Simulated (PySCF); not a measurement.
A structure optimised at PBE0-D3(BJ)/def2-SVP, used in a PySCF frequency run:

```
O
C 1 1.3998
C 1 1.4006 2 115.18
H 3 1.1017 1 105.86 2 -164.49
H 2 1.1088 1 111.36 3 -64.23
H 3 1.1104 4 106.84 1 -117.44
H 2 1.1110 5 106.42 1 -119.97
C 2 1.5099 5 109.87 7 -119.54
H 8 1.1000 2 110.45 5 178.56
H 8 1.1000 9 108.66 2 121.74
H 8 1.1001 9 107.98 10 117.49
C 3 1.5188 4 109.61 6 -119.19
H 12 1.1006 3 112.22 4 175.86
H 12 1.1006 13 108.07 3 -121.83
H 12 1.1008 13 107.45 14 -116.66
```
Charge 0, spin multiplicity 1.

### Question
Write its SMILES and formula.

### Answer
CCOCC, C4H10O

### Question
What are its rotational constants (standard atomic weights)?

### Answer
13.841, 2.4998, 2.3480 GHz
